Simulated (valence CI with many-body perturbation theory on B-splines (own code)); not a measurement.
In XLIII in brief

Method: relativistic CI+MBPT: five valence electrons over a frozen Dirac-Fock core [He], radial functions for each j: 9 s, 9 p, 8 d, 6 f, 3 g, 1 h, with the one-electron correlation potential Σ1 (screened to all orders), the two-electron term Σ2, the three-electron term Σ3, Breit, model QED; selected single and double excitations, second order for the rest, scaled by the run's own slope (own B-spline code, finite nucleus).

The last digits are not significant, and no measured levels were compared; by estimate large intervals hold to a few tenths of a per cent, small ones and those within an open d or f shell to about a per cent. Among the levels kept, up to 3500 cm⁻¹ of a level comes from second order outside the variational space, and about a tenth of that is noise between levels of different J, which matters for small intervals.

Levels are named by their leading jj configuration (3d3/2^4 stands for four electrons in 3d with j = 3/2), which in mixed levels can hold well under half, so a name can repeat and another be missing.

Rates and lifetimes use the calculated energies. Strong lines usually hold to 10 to 20 %, long lifetimes can be off by a factor of two.

What is the ground level?

(2s^2 2p1/2^2 2p3/2) J=3/2, composition 45 % 2s2.2p3 2P° + 30 % 2s2.2p3 4S° + 25 % 2s2.2p3 2D°, g = 1.383.

Where does the other parity begin?

At (2s 2p1/2^2 2p3/2^2) J=5/2, 395.5 eV.

What are the static dipole polarisabilities of the lowest levels?

(2s^2 2p1/2^2 2p3/2) J=3/2 0.000605 (tensor 0.00011) bohr³, of which the core gives 1.40e-06.

Among levels below 4217.3 eV, which E1 lines absorb most strongly from the ground level?

to (2s^2 2p1/2 2p3/2 3d3/2) J=5/2 at 0.3001 nm, f = 0.521; to (2s^2 2p1/2^2 3d5/2) J=5/2 at 0.3158 nm, f = 0.513; to (2s^2 2p1/2 2p3/2 3d3/2) J=1/2 at 0.2992 nm, f = 0.224.

Name the longest-lived excited levels whose lifetime is computed, and their main decay.

(2s^2 2p1/2 2p3/2^2) J=5/2 at 223.3 eV lives 63.5 ns, mostly by M1 to (2s^2 2p1/2^2 2p3/2) J=3/2; (2s^2 2p1/2 2p3/2^2) J=1/2 at 250.0 eV lives 15.2 ns, mostly by M1 to (2s^2 2p1/2^2 2p3/2) J=3/2; (2s^2 2p1/2 2p3/2^2) J=3/2 at 204.8 eV lives 11.1 ns, mostly by M1 to (2s^2 2p1/2^2 2p3/2) J=3/2.
